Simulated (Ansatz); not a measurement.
Ansatz (a program for electronic structure) input:

Ansatz 0.2 input:
```yaml
crystal:
  periodic: [false, false, false]
  atoms:
    - {symbol: C, position_ang: [-1.87691643, 0.24437598, -0.22743846]}
    - {symbol: C, position_ang: [-0.76570774, 0.34704481, 0.41066922]}
    - {symbol: C, position_ang: [0.48993191, -0.50526352, 0.15144036]}
    - {symbol: C, position_ang: [1.56475539, 0.34991970, -0.26750153]}
    - {symbol: N, position_ang: [2.40319359, 1.05504917, -0.59679602]}
    - {symbol: H, position_ang: [-2.33590773, -0.30587347, -1.01303240]}
    - {symbol: H, position_ang: [-0.62736904, 1.07053612, 1.20537257]}
    - {symbol: H, position_ang: [0.29146383, -1.24774655, -0.62417741]}
    - {symbol: H, position_ang: [0.77153724, -1.01092397, 1.07912283]}
basis:
  gaussian:
    orbitals: def2-TZVP
hamiltonian:
  xc: b3lyp
  dispersion: d3bj
magnetization: {spin_polarized: true, initial_magnetization: 1}
relax: {f_tol: 0.002, max_steps: 150}
```

### Question
Predict the final energy.

### Answer
-209.55072 Eh (B3LYP-D3(BJ)/def2-TZVP). The basis has 179 functions.

It need not be the lowest isomer of its formula.
